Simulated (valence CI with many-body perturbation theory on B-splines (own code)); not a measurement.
## Zn24+: electric-dipole lines

Level of theory: configuration interaction combined with many-body perturbation theory (CI+MBPT): four valence electrons over a frozen Dirac-Fock core [He], radial functions for each j: 11 s, 11 p, 10 d, 8 f, 5 g, 2 h, with the one-electron correlation potential Σ1, the two-electron term Σ2, the three-electron term Σ3, Breit, model QED; selected CI, second order for the rest, scaled by the run's own slope (own B-spline code, finite nucleus).

No measured levels were compared; by estimate levels of excited configurations hold to 0.05 to 0.15 % of their energy, terms of the ground configuration to about 0.5 %. Among the levels kept, up to 1000 cm⁻¹ of a level comes from second order outside the variational space, and about a tenth of that is noise between levels of different J, which matters for small intervals.

Lines 51 to 100 of 536 in falling wavelength, among levels below 13057 × 10³ cm⁻¹, chosen from the strongest by gf and those to the six lowest levels. Wavelengths and rates use the calculated energies, so an error of 700 cm⁻¹ moves a line at 38.02 nm by 0.27 % and its rate by three times that or more. Electric multipoles are in the length gauge, E1 and E2 with the static RPA response of the core. Weak lines are less certain than strong ones. Lines between different terms over intervals too small for the method are left out, as are lines whose strength nearly cancels. Where a level lies close to another of its J and parity, the split of strength between their lines is uncertain. The highest levels of a list are the least certain.

Names give the largest LS component (configuration and term), which can be under half, so a name can repeat, a term be missing and a line seem to break the LS rules; names also repeat where a configuration has a term twice. Letters in brackets count levels of one name in rising energy.

| λ vac (nm) | Upper | Lower | A (s⁻¹) | S (a.u.) |
| --- | --- | --- | --- | --- |
| 38.02 | 2p3.3d 3F°_2 | 2p3.3p 3F_2 | 9.27e+08 | 1.26e-01 |
| 37.95 | 2s.2p2.3p 5P°_2 | 2s.2p2.3s 5P_2 | 1.58e+09 | 2.14e-01 |
| 37.79 | 2s.2p2.3p 3D°_3 [c] | 2s.2p2.3s 3P_2 [b] | 2.21e+09 | 4.11e-01 |
| 37.72 | 2s.2p2.3d 3F_3 [a] | 2s.2p2.3p 3D°_2 [a] | 8.14e+08 | 1.51e-01 |
| 37.51 | 2s.2p2.3d 3D_3 [e] | 2s.2p2.3p 3P°_2 [c] | 9.30e+08 | 1.70e-01 |
| 37.38 | 2p3.3p 1F_3 | 2p3.3s 3D°_2 | 1.38e+09 | 2.50e-01 |
| 37.21 | 2p3.3p 5P_3 | 2p3.3s 5S°_2 | 2.68e+09 | 4.77e-01 |
| 36.90 | 2s.2p2.3d 5D_4 | 2s.2p2.3p 5P°_3 | 1.54e+09 | 3.43e-01 |
| 36.86 | 2s.2p2.3p 3D°_2 [b] | 2s.2p2.3s 3D_3 | 1.64e+09 | 2.02e-01 |
| 36.85 | 2s.2p2.3d 5F_3 [b] | 2s.2p2.3p 5P°_2 | 1.46e+09 | 2.53e-01 |
| 36.77 | 2s2.2p.3d 3P°_2 [a] | 2s2.2p.3p 3P_1 [a] | 1.96e+09 | 2.41e-01 |
| 36.76 | 2s.2p2.3p 3F°_3 | 2s.2p2.3s 3D_2 | 2.65e+09 | 4.55e-01 |
| 36.73 | 2s2.2p.3p 3P_2 | 2s2.2p.3s 3P°_2 | 2.05e+09 | 2.51e-01 |
| 36.66 | 2p3.3d 3D°_3 | 2p3.3p 3P_2 [a] | 1.49e+09 | 2.53e-01 |
| 36.31 | 2p3.3d 5D°_2 | 2p3.3p 5P_1 | 9.77e+08 | 1.15e-01 |
| 36.18 | 2p3.3d 5D°_3 | 2p3.3p 5P_2 | 1.02e+09 | 1.66e-01 |
| 36.17 | 2p3.3d 5D°_2 | 2p3.3p 5P_2 | 9.12e+08 | 1.07e-01 |
| 35.89 | 2s.2p2.3d 3F_4 [a] | 2s.2p2.3p 3D°_3 [a] | 2.33e+09 | 4.78e-01 |
| 35.87 | 2s2.2p.3p 3D_3 | 2s2.2p.3s 3P°_2 | 2.76e+09 | 4.40e-01 |
| 35.69 | 2p3.3d 5D°_1 | 2p3.3p 5P_1 | 1.62e+09 | 1.09e-01 |
| 35.59 | 2s.2p2.3d 3F_2 [a] | 2s.2p2.3p 5P°_1 | 1.69e+09 | 1.88e-01 |
| 35.51 | 2s2.2p.3d 3D°_3 | 2s2.2p.3p 3D_3 | 7.46e+08 | 1.15e-01 |
| 35.41 | 2s2.2p.3d 1F°_3 | 2s2.2p.3p 1D_2 | 2.24e+09 | 3.44e-01 |
| 35.34 | 2s.2p2.3d 3F_2 [b] | 2s.2p2.3p 3D°_1 [b] | 1.22e+09 | 1.32e-01 |
| 35.26 | 2s2.2p.3p 3S_1 | 2s2.2p.3s 3P°_2 | 1.62e+09 | 1.05e-01 |
| 35.21 | 2s.2p2.3p 5D°_4 | 2s.2p2.3s 5P_3 | 3.44e+09 | 6.67e-01 |
| 35.12 | 2s.2p2.3p 5D°_3 | 2s.2p2.3s 5P_2 | 3.21e+09 | 4.80e-01 |
| 34.98 | 2s.2p2.3d 3D_2 [d] | 2s.2p2.3p 3D°_1 [c] | 1.17e+09 | 1.24e-01 |
| 34.95 | 2s2.2p.3d 1D°_2 | 2s2.2p.3p 3P_1 [b] | 1.36e+09 | 1.43e-01 |
| 34.90 | 2s.2p2.3d 5F_2 | 2s.2p2.3p 5D°_1 [a] | 1.91e+09 | 2.00e-01 |
| 34.86 | 2s.2p2.3d 5D_2 | 2s.2p2.3p 3D°_1 [a] | 1.30e+09 | 1.36e-01 |
| 34.71 | 2s.2p2.3p 3P°_2 [c] | 2s.2p2.3s 3S_1 | 1.75e+09 | 1.81e-01 |
| 34.70 | 2s2.2p.3d 3D°_3 | 2s2.2p.3p 3P_2 | 1.64e+09 | 2.37e-01 |
| 34.53 | 2p3.3d 3F°_2 | 2p3.3p 3D_1 [a] | 1.24e+09 | 1.26e-01 |
| 34.52 | 2s.2p2.3p 3F°_4 | 2s.2p2.3s 3D_3 | 3.69e+09 | 6.73e-01 |
| 34.36 | 2s.2p2.3d 3F_3 [a] | 2s.2p2.3p 5P°_3 | 1.16e+09 | 1.62e-01 |
| 34.32 | 2s.2p2.3d 3F_3 [b] | 2s.2p2.3p 3D°_2 [a] | 1.43e+09 | 2.00e-01 |
| 34.21 | 2s.2p2.3d 3G_3 | 2s.2p2.3p 3F°_2 | 2.51e+09 | 3.47e-01 |
| 34.09 | 2s.2p2.3d 3D_2 [a] | 2s.2p2.3p 3P°_1 [a] | 1.08e+09 | 1.05e-01 |
| 33.91 | 2s.2p2.3p 5D°_2 | 2s.2p2.3s 5P_1 | 3.25e+09 | 3.13e-01 |
| 33.75 | 2s.2p2.3d 3D_1 [a] | 2s.2p2.3p 3P°_1 [a] | 1.97e+09 | 1.12e-01 |
| 33.68 | 2s.2p2.3p 3D°_2 [c] | 2s.2p2.3s 3P_1 [b] | 2.77e+09 | 2.61e-01 |
| 33.65 | 2s2.2p.3d 3P°_2 [b] | 2s2.2p.3p 3S_1 | 1.25e+09 | 1.17e-01 |
| 33.40 | 2s.2p2.3d 3D_2 [a] | 2s.2p2.3p 3P°_2 [a] | 1.47e+09 | 1.35e-01 |
| 33.13 | 2s.2p2.3p 3D°_3 [b] | 2s.2p2.3s 3D_3 | 3.48e+09 | 4.37e-01 |
| 33.03 | 2s2.2p.3p 3D_2 | 2s2.2p.3s 3P°_1 | 3.60e+09 | 3.20e-01 |
| 32.96 | 2s.2p2.3d 1G_4 | 2s.2p2.3p 1F°_3 | 3.00e+09 | 4.78e-01 |
| 32.95 | 2s2.2p.3d 3F°_2 | 2s2.2p.3p 3D_1 | 2.53e+09 | 2.24e-01 |
| 32.72 | 2s.2p2.3p 1D°_2 [a] | 2s.2p2.3s 3D_1 | 1.94e+09 | 1.68e-01 |
| 32.68 | 2s.2p2.3d 3D_3 [a] | 2s.2p2.3p 3P°_2 [a] | 2.22e+09 | 2.68e-01 |
